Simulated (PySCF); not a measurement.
C5H5F3O2 (charge -1 and doublet state).
Atom-mapped SMILES: `[CH3:1][C@@H:2]([C:3]([O-:4])[OH:5])[C:6]([F:7])=[C:8]([F:9])[F:10]` (hydrogens: H11, H12, H13 on C1; H14 on C2; H15 on O5)

Cartesian coordinates in Å at the GFN2-xTB level; atoms count from 1:
```xyz
15
C5H5F3O2 angstrom
C      0.8763   -1.2297    1.0167
C      0.0848    0.0118    0.6167
C      0.8627    1.0899   -0.0770
O      0.6830    2.3064    0.0220
O      1.8291    0.6051   -0.9444
C     -0.8585   -0.1541   -0.5281
F     -0.3875   -0.9545   -1.5567
C     -2.2552   -0.0204   -0.4777
F     -2.7568    0.6665    0.6114
F     -2.9313    0.4926   -1.5921
H      1.3872   -1.6292    0.1449
H      0.2019   -1.9882    1.4120
H      1.6170   -0.9785    1.7748
H     -0.4520    0.4450    1.4628
H      2.0948    1.3453   -1.5044
```

The hyperfine couplings belong to this conformer and change with its torsions.

Level of theory: PySCF 2.14.0, UKS B3LYP, pcH-1 on C F H O, non-relativistic, mean-field spin-orbit, GIAO. Whether the extra electron is bound in the gas phase wasn't checked; a finite basis holds it in any case. Couplings are sensitive to structure, and on GFN2-xTB geometries they can be far from those on DFT ones, by a factor of two or more for some ions and for spin on atoms past the first row. No stability test was run, so a lower SCF solution isn't excluded.

Principal values of hyperfine tensors in MHz (contact and dipolar terms together), for some of the nuclei:

```
atom  isotope      A1      A2      A3
 F10      19F  375.56  397.44  843.33
  C8      13C  243.32  248.77  375.21
  F7      19F   78.15  107.57  284.69
  F9      19F   50.09   65.17  305.13
  C3      13C    7.79    9.85   46.38
 H14       1H   13.19   15.84   19.90
  C6      13C  -17.08   -9.24   70.29
  C2      13C  -14.47  -13.84  -12.38
```

Problem. Give the isotropic coupling of each nucleus in MHz and in mT (g = 2.0034), and the anisotropic part.

Solution. a_iso is a third of the trace, T = A − a_iso, and a(mT) = a(MHz)/(g × 13.996).

```json
{"atom": "F10", "a_iso (MHz)": "538.78", "a_iso (mT)": "19.214", "T1": "-163.21", "T2": "-141.34", "T3": "304.55"}
{"atom": "C8", "a_iso (MHz)": "289.10", "a_iso (mT)": "10.310", "T1": "-45.78", "T2": "-40.33", "T3": "86.11"}
{"atom": "F7", "a_iso (MHz)": "156.80", "a_iso (mT)": "5.592", "T1": "-78.65", "T2": "-49.24", "T3": "127.89"}
{"atom": "F9", "a_iso (MHz)": "140.13", "a_iso (mT)": "4.997", "T1": "-90.04", "T2": "-74.96", "T3": "165.00"}
{"atom": "C3", "a_iso (MHz)": "21.34", "a_iso (mT)": "0.761", "T1": "-13.55", "T2": "-11.49", "T3": "25.04"}
{"atom": "H14", "a_iso (MHz)": "16.31", "a_iso (mT)": "0.582", "T1": "-3.12", "T2": "-0.47", "T3": "3.59"}
{"atom": "C6", "a_iso (MHz)": "14.66", "a_iso (mT)": "0.523", "T1": "-31.74", "T2": "-23.90", "T3": "55.64"}
{"atom": "C2", "a_iso (MHz)": "-13.57", "a_iso (mT)": "-0.484", "T1": "-0.91", "T2": "-0.28", "T3": "1.18"}
```

Problem. What spin density at the nucleus of H14 lies behind its contact coupling (g_N = 5.58569)?

Solution. a_FC = 800.24 MHz bohr³ × g_N × ρ(0)/(2S). With a_FC = 16.31 MHz and 2S = 1, ρ(0) = 0.003649 bohr⁻³. In magnitude that is 1.1 % of the 1/π = 0.318 of a free hydrogen atom.

Problem. C1 (13C, g_N = 1.40482) isn't in the table. Its spin density at the nucleus is 0.01618 bohr⁻³. What is its contact coupling?

Solution. By the same relation, a_FC = 18.19 MHz. Its full tensor has the principal values 16.69, 16.94, 20.95 MHz.

Problem. Name the largest traceless tensor T of the table and describe it.

Solution. F10: -163.2, -141.3, 304.6 MHz, nearly axial, close to the ratio −1:−1:+2.

Problem. In a single crystal, with the field along each principal axis of the tensor of C8 in turn, what first-order splitting does this nucleus give (isotropic g, quadrupole terms neglected)?

Solution. 2 lines (I = 1/2), spaced by |A_i|/(g × 13.996): 8.68, 8.87, 13.38 mT along the axes of A1, A2 and A3.

The SMILES draws the unpaired electron on C3; the largest computed Mulliken spin population is on C8 (0.48 against 0.13).
